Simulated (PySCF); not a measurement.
Predicted microwave data (PBE0-D3(BJ)/def2-SVP geometry optimisation, gas phase in PySCF) for one isomer of C4H3BF2O:

| Property | Result |
| --- | --- |
| Rotational constants | A = 3810, B = 1468, C = 1060 MHz |
| Dipole components | \|μa\| = 1.34 D, \|μb\| = 0.39 D, \|μc\| = 0.00 D |
| Inertial defect | -0.01 u·Å² |
| κ | -0.70 |

Question: Which structure is it? (One computed conformer of each.)
A. `FB(F)/C=C1\C=CO1`
B. `FB(F)c1ccco1`
C. `[CH2:1]=[C:2]=[C:3]([CH:4]=[O:5])[B:6]([F:7])[F:8]` with C2–C3–C4–O5 -1°
D. `[O:1]=[CH:2][C:3]#[C:4][CH2:5][B:6]([F:7])[F:8]` with C4–C5–B6–F7 90°
E. `C=C1OC=C1B(F)F`

Answer: E. It is C=C1OC=C1B(F)F, an asymmetric top, point group Cs. The candidates at the same level (rigid rotor, commonest isotopes):

```json
{"SMILES": "O=CC#CCB(F)F", "A (MHz)": "4870", "B (MHz)": "760.2", "C (MHz)": "742.5", "μa (D)": "2.49", "μb (D)": "1.98", "μc (D)": "1.09", "Δ (u·Å²)": "-87.85", "point group": "C1", "rotor": "near-prolate asymmetric top"}
{"SMILES": "FB(F)/C=C1\\C=CO1", "A (MHz)": "5910", "B (MHz)": "1162", "C (MHz)": "971.4", "μa (D)": "2.10", "μb (D)": "0.72", "μc (D)": "0.00", "Δ (u·Å²)": "0.00", "point group": "Cs", "rotor": "near-prolate asymmetric top"}
{"SMILES": "FB(F)c1ccco1", "A (MHz)": "4919", "B (MHz)": "1447", "C (MHz)": "1118", "μa (D)": "2.65", "μb (D)": "0.65", "μc (D)": "0.00", "Δ (u·Å²)": "-0.01", "point group": "Cs", "rotor": "asymmetric top"}
{"SMILES": "C=C=C(C=O)B(F)F", "A (MHz)": "2545", "B (MHz)": "1648", "C (MHz)": "1008", "μa (D)": "0.25", "μb (D)": "1.99", "μc (D)": "0.04", "Δ (u·Å²)": "-3.99", "point group": "near Cs", "rotor": "asymmetric top"}
{"SMILES": "C=C1OC=C1B(F)F", "A (MHz)": "3810", "B (MHz)": "1468", "C (MHz)": "1060", "μa (D)": "1.34", "μb (D)": "0.39", "μc (D)": "0.00", "Δ (u·Å²)": "-0.01", "point group": "Cs", "rotor": "asymmetric top"}
```

`FB(F)c1ccco1` has A 29 % too high; `C=C=C(C=O)B(F)F` has A 33 % too low; `FB(F)/C=C1\C=CO1` has A 55 % too high; `O=CC#CCB(F)F` has B 48 % too low. In the right answer the mirror of this Cs structure is the ab plane, so μc vanishes by symmetry (the 0.01 D computed is a residue). No structure here is proved a minimum.
